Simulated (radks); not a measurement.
Results of a calculation; reference values are marked as such.
All-electron atom: K in [Ar] 3d1 (not the ground configuration). Level of theory: non-relativistic Kohn-Sham, LDA (Slater exchange, Perdew-Wang correlation), spin-polarised, spherical densities, point nucleus; open shells are filled with parallel spins first (a radial shooting solver on a logarithmic mesh with Libxc functionals).

Normalised radial functions P(r) = r R(r), r in bohr:

```
   r/bohr * 3s down (the largest magnitude, 0.978, reaches the edge; | marks zero)
 0.004805                             | *
 0.006512                             |  *
 0.008756                             |  *
  0.01187                             |   *
  0.01608                             |    *
  0.02162                             |     *
   0.0293                             |      *
  0.03971                             |       *
  0.05339                             |      *
  0.07236                             |    *
  0.09729                             | *
   0.1319                         *   |
   0.1787                   *         |
   0.2403               *             |
   0.3256                 *           |
   0.4413                         *   |
   0.5933                             |        *
   0.8041                             |                     *
    1.081                             |                          *
    1.465                             |                     *
    1.986                             |            *
     2.67                             |    *
    3.618                             |*
    4.864                             *
    6.593                             *
    8.935                             *
    12.01                             *
    16.28                             *
    22.06                             *
    29.66                             *
```

3s down: eigenvalue -36.016 eV, 2 radial nodes at r = 0.108, 0.485 bohr, <r> = 1.28 bohr, 90 % of the charge inside 1.93 bohr.
